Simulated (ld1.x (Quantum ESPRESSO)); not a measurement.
# gold (Au), TM semilocal: configuration errors across variants

Au, norm-conserving Troullier–Martins (semilocal form), made with ld1.x (Quantum ESPRESSO) 7.5 (PBEsol, scalar-relativistic). Core [Kr] 4d10 4f14, reference 5s2 5p6 5d10 6s0 6p0 (charge +1). Waves: 5p (bound): rc 1.25 bohr; 5d (bound): rc 1.80 bohr; 5s (bound): rc 1.45 bohr. Local part: the s channel. Core correction: Bessel-smoothed model core inside 1.25 bohr.

All-electron excitation energies from the reference (eV): (1) 5s2 5p6 5d10 6s1 6p0 -9.439; (2) 5s2 5p6 5d9 6s0 6p0 21.238; (3) 5s2 5p6 5d8 6s0 6p0 55.145; (4) 5s2 5p5 5d10 6s1 6p0 56.697; (5) 5s2 5p6 5d7 6s0 6p0 102.886; (6) 5s2 5p6 5d9 6s1 6p1 -1.880; (7) 5s1 5p6 5d10 6s1 6p0 105.873.

A semilocal file is local in each channel, so a ghost entry of none says nothing of the separable form that plane-wave codes build from it.

Errors AE − PS in meV (a dash: test not solved or not reliable):

| change | (1) | (2) | (3) | (4) | (5) | (6) | (7) | bound ghosts |
| --- | --- | --- | --- | --- | --- | --- | --- | --- |
| base | +2394 | -1.9 | -6.4 | +3346 | -16 | +2946 | +3324 | none |
| core correction none | +2411 | -1.6 | -4.1 | +3380 | -8.2 | +2971 | +3346 | none |
| core correction Bessel-smoothed model core inside 0.50 bohr | +2390 | -1.9 | -5.8 | +3342 | -14 | +2940 | +3313 | none |
| core correction Bessel-smoothed model core inside 0.58 bohr | +2390 | -1.9 | -5.8 | +3342 | -14 | +2940 | +3313 | none |
| core correction Bessel-smoothed model core inside 0.74 bohr | +2390 | -1.9 | -5.8 | +3342 | -14 | +2940 | +3313 | none |
| core correction Bessel-smoothed model core inside 0.90 bohr | +2390 | -1.9 | -5.8 | +3342 | -14 | +2941 | +3314 | none |
| core correction Bessel-smoothed model core inside 1.00 bohr | +2391 | -1.9 | -5.9 | +3343 | -14 | +2942 | +3315 | none |
| core correction Bessel-smoothed model core inside 1.14 bohr | +2393 | -1.9 | -6.1 | +3344 | -15 | +2944 | +3320 | none |
| core correction Bessel-smoothed model core inside 1.22 bohr | +2394 | -1.9 | -6.3 | +3346 | -16 | +2946 | +3323 | none |
| core correction Bessel-smoothed model core inside 1.38 bohr | +2396 | -2.0 | -6.8 | +3351 | -17 | +2949 | +3330 | none |

**Question.** Give the same row for: core correction Bessel-smoothed model core inside 1.48 bohr.

**Answer.** +2398, -2.1, -7.0, +3355, -18, +2952, +3334; bound ghosts: none.
